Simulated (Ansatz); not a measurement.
Si₂₁SbH₂₈⁺, a doped nanocrystal cut from the lattice of silicon (Sb on an inner site). The state is a triplet with charge 1. Geometry PBE-D4/def2-SVP, that of the neutral doublet; atoms count from 1.

```xyz
50

Si    2.4446    1.2034    3.2951
Si    1.0058    5.3574   -0.0346
Si   -0.0743   -1.3987    4.5845
Si    2.7070   -2.4509    2.1269
Si    1.5073    0.1817   -0.4084
Si    1.8118   -3.4681   -1.4670
Si   -0.9595   -2.4077    0.9686
Si    0.5907   -0.8470   -3.9853
Si   -1.2834    1.2560    2.0476
Si   -2.5852    3.9105   -0.4505
Si   -2.1604    0.2222   -1.5358
Si    0.3200    2.8180   -2.9511
Si   -1.8570   -3.4715   -2.6153
Si    2.1560   -1.0422    3.9275
Sb    1.0531    2.0979    1.2848
Si   -0.5677    4.4901   -1.5354
Si   -1.4917   -0.9761    2.7564
Si    1.2662   -2.0339    0.3189
Si    0.0597    0.6007   -2.2071
Si    0.3677   -3.0848   -3.2864
Si   -2.4049   -2.0156   -0.8476
Si   -2.7270    1.6624    0.2370
H     2.1050    2.1065    4.4559
H     3.8884    1.4500    2.9306
H     2.4100    4.8228   -0.1558
H     0.5780    5.4163    1.4098
H    -0.4175   -0.4775    5.7298
H    -0.2468   -2.8229    5.0529
H     4.1332   -2.2044    1.6989
H     2.5814   -3.8953    2.5461
H     2.9285    0.3840   -0.8845
H     3.2431   -3.2241   -1.8790
H     1.6932   -4.8999   -1.0024
H    -1.0859   -3.8458    1.4187
H     2.0076   -0.5855   -4.4347
H    -0.3323   -0.5729   -5.1479
H    -1.6721    2.1698    3.1882
H    -2.7599    4.8161    0.7463
H    -3.7274    4.1817   -1.4010
H    -3.0672    0.4906   -2.7158
H     1.7915    3.0875   -3.1640
H    -0.3637    2.9328   -4.2938
H    -2.0143   -4.9040   -2.1665
H    -2.7875   -3.2367   -3.7803
H     3.0752   -1.3226    5.0969
H    -0.9444    5.6213   -2.4691
H    -2.9344   -1.1984    3.1560
H     0.7182   -4.0178   -4.4237
H    -3.8308   -2.2454   -0.4000
H    -4.1481    1.3700    0.6653
```

In the def2 sets Sb takes a core potential; there is no spin–orbit coupling. Single mean-field runs in def2-SVP are fitted with def2-universal-jkfit. At PBE0-D4/def2-SVP a singlet of charge 1 lies 3.32 eV below the triplet, each at its own geometry.

Estimate the Mulliken populations of the heavy atoms from the PBE0/def2-SVP orbitals of Ansatz.


```csv
atom,charge (e),spin (α − β)
Si1,0.10,0.04
Si2,0.07,0.98
Si3,0.12,-0.01
Si4,0.17,-0.01
Si5,0.02,0.05
Si6,0.17,0.04
Si7,-0.02,-0.01
Si8,0.17,0.02
Si9,-0.08,0.03
Si10,0.14,0.03
Si11,0.00,0.00
Si12,0.18,0.05
Si13,0.12,0.00
Si14,-0.12,0.05
Sb15,0.18,0.49
Si16,-0.19,-0.02
Si17,-0.03,0.08
Si18,-0.31,0.08
Si19,-0.33,0.01
Si20,-0.12,0.00
Si21,-0.03,0.01
Si22,-0.06,0.01
```
Mulliken values depend strongly on the basis.

Where does the spin sit?

Summed by element: Si 1.44, Sb 0.49, H 0.08, of 2 unpaired in all. Largest on single atoms: Si2 0.98, Sb15 0.49, Si18 0.08.

And the Mayer bond orders between heavy atoms (over 0.3)?

Si1–Si14 0.89 (2.35 Å); Si1–Sb15 0.89 (2.60 Å); Si2–Si16 0.95 (2.34 Å); Si3–Si14 0.93 (2.35 Å); Si3–Si17 0.93 (2.35 Å); Si4–Si14 0.92 (2.35 Å); Si4–Si18 0.92 (2.35 Å); Si5–Sb15 0.87 (2.60 Å); Si5–Si18 0.87 (2.34 Å); Si5–Si19 0.93 (2.35 Å); Si6–Si18 0.87 (2.35 Å); Si6–Si20 0.93 (2.35 Å); Si7–Si17 0.92 (2.35 Å); Si7–Si18 0.91 (2.35 Å); Si7–Si21 0.92 (2.35 Å); Si8–Si19 0.89 (2.35 Å); Si8–Si20 0.93 (2.36 Å); Si9–Sb15 0.90 (2.60 Å); Si9–Si17 0.87 (2.35 Å); Si9–Si22 0.93 (2.35 Å); Si10–Si16 0.91 (2.36 Å); Si10–Si22 0.91 (2.36 Å); Si11–Si19 0.91 (2.35 Å); Si11–Si21 0.92 (2.35 Å); Si11–Si22 0.92 (2.35 Å); Si12–Si16 0.90 (2.36 Å); Si12–Si19 0.89 (2.35 Å); Si13–Si20 0.93 (2.36 Å); Si13–Si21 0.93 (2.35 Å).
